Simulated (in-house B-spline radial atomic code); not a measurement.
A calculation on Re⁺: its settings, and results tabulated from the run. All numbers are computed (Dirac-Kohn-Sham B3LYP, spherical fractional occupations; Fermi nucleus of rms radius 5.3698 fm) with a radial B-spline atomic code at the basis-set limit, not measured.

Command:
```bash
python run_scf.py task.json out
```
Settings (nuclear radius in fm, mass in u):
```
Z                75
configuration    [Xe] 4f14 5d5 6s1
hamiltonian      dirac
method           b3lyp
spin_polarised   False
nucleus          fermi
rms_radius       5.3698
atomic_mass      186.95575
speed_of_light   137.035999084
```

Output (hartree, bohr):
```
 radial grid: 81 intervals, B-splines of order 8, outer radius 60 bohr

 iter        energy (Eh)    residual
    1      -16713.408931    5.61e-01
    2      -16713.160081    2.21e-01
    3      -16714.304542    8.79e-02
    4      -16714.446282    2.28e-02
    5      -16714.427536    3.79e-02
    6      -16714.459339    1.12e-03
    7      -16714.459368    1.78e-04
    8      -16714.459368    3.11e-05
    9      -16714.459369    4.41e-06
   10      -16714.459369    1.48e-07

 total energy                    -16714.45937
 kinetic                           18889.6120
 electron-nucleus                 -41783.6620
 Hartree                            6512.1060
 exact exchange                      -64.9299
 exchange-correlation               -267.5854

 first-order corrections (not in the total)
   Gaunt                            20.1821
   retardation                      -2.1398
   frequency dependence             -0.3537
   self-energy                      14.7623
   Uehling                          -2.8136
   Wichmann-Kroll                    0.1140
   recoil                            0.0301

 orbital      occ     eigenvalue          <r>       <r^2>       <1/r>       <r^4>     <1/r^3>       r_max    small
 1s1/2      2.000     -2633.5485    0.0180401 0.000448093     88.7064 5.46288e-07           -     0.01124  8.02e-02
 2s1/2      2.000      -457.6518    0.0755839  0.00681821     21.6339 8.12693e-05           -     0.06472  1.82e-02
 2p1/2      2.000      -437.8343    0.0624773  0.00486158     21.5953  4.8861e-05           -     0.04803  1.83e-02
 2p3/2      4.000      -384.8994    0.0705431  0.00605843     18.0398 7.20061e-05     17126.5     0.05497  1.65e-02
 3s1/2      2.000      -106.6430     0.196856   0.0444502     7.94483  0.00298954           -      0.1822  6.02e-03
 3p1/2      2.000       -97.7839     0.186942   0.0407482     7.85878  0.00263404           -      0.1705  5.96e-03
 3p3/2      4.000       -86.2538     0.201842   0.0472862     6.93877  0.00350942     3903.08      0.1847  5.44e-03
 3d3/2      4.000       -71.3777     0.176511    0.036599     6.82992  0.00237466     673.887      0.1445  5.32e-03
 3d5/2      6.000       -68.8794     0.181088   0.0383911     6.61404  0.00259086     570.549      0.1485  5.17e-03
 4s1/2      2.000       -22.7354     0.440541      0.2193       3.339   0.0697993           -      0.4131  1.99e-03
 4p1/2      2.000       -19.0283     0.445181    0.225773     3.22878   0.0760078           -      0.4126  1.90e-03
 4p3/2      4.000       -16.3301     0.478281    0.260289      2.9116    0.100967     923.419      0.4422  1.70e-03
 4d3/2      4.000       -10.2341     0.493473    0.282256     2.69795    0.128292     138.428      0.4382  1.50e-03
 4d5/2      6.000        -9.7338     0.504819    0.295206      2.6218    0.140328     114.705      0.4476  1.45e-03
 5s1/2      2.000        -3.5529      1.03917     1.21337     1.30087     2.16597           -      0.9397  4.51e-04
 5p1/2      2.000        -2.4098      1.13901     1.46969     1.17306     3.30789           -       1.004  3.75e-04
 5p3/2      4.000        -2.0000      1.24008     1.74377     1.06007     4.69103     134.871       1.086  3.20e-04
 4f5/2      6.000        -2.0448     0.574485    0.409586     2.18258    0.379927     21.5851      0.4147  1.05e-03
 4f7/2      8.000        -1.9510     0.583191    0.422602     2.15109    0.406849     20.5556      0.4196  1.03e-03
 5d3/2      2.000        -0.5020      1.82239     3.95803    0.720494     29.9847     9.75734       1.394  1.52e-04
 5d5/2      3.000        -0.4687      1.89369     4.28136    0.692228     35.2867     7.74385        1.44  1.40e-04
 6s1/2      1.000        -0.4672      2.90305     9.52338    0.436498     139.342           -       2.501  5.88e-05
```

Time taken, with all properties: 3.4 s on 1 thread of Arm Neoverse V1, on a shared host.

For the Dirac Hamiltonian the kinetic term is c α·p + (β - 1)c².

Caution: exact exchange at fractional occupations of open shells leaves self-interaction of up to several eV.
